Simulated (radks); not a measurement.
Re XXXII, configuration [Kr] 4d8 (the NIST ground configuration). All-electron calculation, non-relativistic Kohn-Sham, LDA (Slater exchange, Perdew-Wang correlation), spin-unpolarised, spherical densities, point nucleus; relativity is left out, which matters for an element this heavy. Program: a radial shooting solver on a logarithmic mesh with Libxc functionals. Some entries of the table are withheld. Estimate them.

orbital,occ.,eigenvalue (hartree),<r> (bohr),<r^2> (bohr^2)
1s,2,-2450.179,0.02021,0.0005456
2s,2,-439.9431,0.08533,0.008533
2p,6,-423.7708,0.07215,(1)
3s,2,-133.6018,(2),0.05259
3p,6,-126.1618,0.2050,0.04851
3d,10,-112.3011,0.1796,0.03758
4s,2,-56.09330,0.4420,0.2191
4p,6,-52.87096,0.4407,(3)
4d,8,(4),0.4335,0.2147

Answer. 
(1) 2p <r^2> (bohr^2): 0.006305
(2) 3s <r> (bohr): 0.2150
(3) 4p <r^2> (bohr^2): 0.2193
(4) 4d eigenvalue (hartree): -47.05859
